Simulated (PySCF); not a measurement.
# Calculated NMR parameters of CF3C(O)NH2

```yaml
Formula: C2H2F3NO
SMILES: NC(=O)C(F)(F)F
InChI: InChI=1S/C2H2F3NO/c3-2(4,5)1(6)7/h(H2,6,7)
Point_group_of_the_computed_structure: C1
Degrees_of_unsaturation: 1
Carbon_signals: 2
Proton_signals: 2
```

Numbering as in the mapped SMILES `[NH2:1][C:2](=[O:3])[C:4]([F:5])([F:6])[F:7]`. Hydrogens are named by the atom that carries them. Ha(N1) is cis to the C=O or C=S heteroatom; Hb(N1) is trans to the C=O or C=S heteroatom.

[PySCF: σ from GIAO-B97-2/pcSseg-2; geometry: PBE0-D3(BJ)/def2-TZVP; no solvent; no relativistic terms; one computed conformer; rapidly exchanging positions averaged]

Referencing at the same level of theory: TMS for ¹H (σ = 31.64 ppm), ¹³C (σ = 185.38 ppm); CFCl3 for ¹⁹F (σ = 175.98 ppm); NH3 for ¹⁵N (σ = 261.75 ppm); ¹⁷O (σ = 327.66 ppm) against H2O.

| carbon | δC, type | δH (multiplicity) | HMBC from (2–3 bonds) | span of the C tensor (ppm) |
| --- | --- | --- | --- | --- |
| C2 | 164.2, C | – | – | 163 |
| C4 | 126.3, C | – | – | 31 |

Other nuclei:
```csv
atoms,nucleus,environment,δ (ppm),σ (ppm)
Hb(N1),¹H,hydrogen on an amide-type nitrogen,5.97,25.66
Ha(N1),¹H,hydrogen on an amide-type nitrogen,4.90,26.74
F5/F6/F7,¹⁹F,fluorine of a CF3 group,-88.0,264.0
N1,¹⁵N,amide-type nitrogen,106.3,155.4
O3,¹⁷O,amide-type carbonyl oxygen,390.3,-62.6
```

Carbon types of the structure: 2 × C, leaving 2 H on heteroatoms. δC 164.2: amide carbonyl carbon; lone-pair donation from the attached heteroatom keeps it upfield of a ketone carbonyl. δC 126.3: CF3 carbon; 3 electronegative neighbours deshield it. δH 5.97, 4.90: hydrogen on an amide-type nitrogen; exchangeable; this is the value without hydrogen bonding to other molecules.

OH/NH shifts are gas-phase values; hydrogen bonding in solution moves them, usually downfield. The two substituents on the amide-type nitrogen aren't averaged: C–N rotation is slow on the NMR time scale. Splittings by ¹⁹F in the carbon and heteronuclear signals aren't shown, as no couplings were computed. Shifts are as computed. Against solution values, carbons near 30 ppm lie about +3 ppm off and those near 130 ppm about +7 ppm. Of 1211 compounds with measured shifts, 218 miss one by over three times the rms of a fit or turn the order of signals round; such compounds aren't used in these exercises. Hydrogen bonding in solution shields acid and N–H amide carbonyl oxygens by tens of ppm. Hydrogen bonding in solution deshields acid and N–H amide carbonyl carbons by as much as 10 ppm beyond these values. Unscaled 19F shifts against computed CFCl3 carry errors that often reach 10 to 50 ppm. Unscaled 17O shifts of doubly bonded oxygen tend to come out too high, by tens of ppm or more. Experimental scales use liquid or dissolved standards, which lie at an offset from isolated NH3 (liquid NH3: subtract about 20 ppm) and H2O (liquid H2O: subtract about 36 ppm).
